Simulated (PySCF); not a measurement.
# One molecule, several mistakes: B2H5NO

Calculated results; nothing here was measured. They come from PySCF 2.14.0, an open-source quantum chemistry program, on an isolated molecule that a program drew, which may never have been made. The molecule is B2H5NO (charge 0, singlet), drawn as the SMILES string `BNBO`.

Each row is a Hartree-Fock (HF) and frozen-core CCSD(T) single point in the cc-pVDZ basis, meant for a local HF minimum. Run 1 is clean. Each other run has one planted mistake out of seven kinds, and not every kind appears here: one electron removed, one electron added, multiplicity raised by two, geometry at a saddle point, minimal basis STO-3G, one bond length entered in bohr, all coordinates scaled. The reference is restricted for singlets and unrestricted otherwise, and also for a bond in bohr. Adding or removing an electron swaps singlet and doublet. Electrons count all cores. HOMO and LUMO are orbital energies over both spins, the gradient is its largest component, and the lowest frequency (negative if imaginary) is given only where the gradient is small. Bond lengths are over the 8 bonds as drawn. T1 is the CCSD diagnostic: over 0.02 (restricted) or 0.045 (unrestricted) a single reference is doubtful.

Geometry of the clean run:
```xyz
9
B2H5NO, angstrom
B    -0.2261    1.3353   -1.4831
N    -1.0992    0.6945   -0.5860
B    -0.9341    0.4686    0.8296
O     0.1521    0.8695    1.5233
H     0.8200    1.7818   -1.0892
H    -0.5194    1.4393   -2.6415
H    -1.9545    0.3428   -0.9694
H    -1.7967   -0.1028    1.4344
H     0.8051    1.3155    1.0041
```

```
run,electrons,basis functions,<S^2>,HOMO (eV),LUMO (eV),gradient (hartree/bohr),lowest frequency (cm^-1),mean bond (Å),longest bond (Å),T1,HF (hartree),CCSD(T) (hartree),mistake
1,30,81,0.000,-12.21,2.95,1.7e-05,207,1.2185,1.443,0.0146,-181.72634,-182.30151,no fault
2,29,81,0.778,-18.47,-10.48,1.2e-01,-,1.2185,1.443,0.0490,-181.29628,-181.85966,one electron removed
3,30,81,0.766,-9.41,2.22,3.6e-02,-,1.3789,2.727,0.0617,-181.53849,-182.11792,one bond length entered in bohr
4,30,25,0.000,-10.05,7.26,4.4e-02,-,1.2185,1.443,0.0215,-179.36175,-179.57936,minimal basis STO-3G
5,31,81,0.772,1.48,9.83,7.8e-02,-,1.2185,1.443,0.0180,-181.64342,-182.24165,one electron added
6,30,81,2.018,-5.87,-3.07,5.9e-02,-,1.2185,1.443,0.0228,-181.47904,-182.05494,?
```

**Which mistake was planted in run 6, and what did it cost?**

Electrons, basis and geometry are unchanged, and <S^2> is 2.018, beside S(S+1) = 2.00 for a multiplicity of 3. So the mistake is: multiplicity raised by two. Subtracting run 1 and multiplying by 627.51 kcal/mol a hartree, the energy moved by 155.2 kcal/mol in HF and 154.7 kcal/mol in CCSD(T).

Cautions from the logs. Run 2: T1 is over the limit, so its CCSD(T) energy is less reliable; run 3: T1 is over the limit, so its CCSD(T) energy is less reliable; run 4: T1 is over the limit, so its CCSD(T) energy is less reliable; run 5: the HOMO is above zero, so the electron isn't bound and the energy depends on the basis.
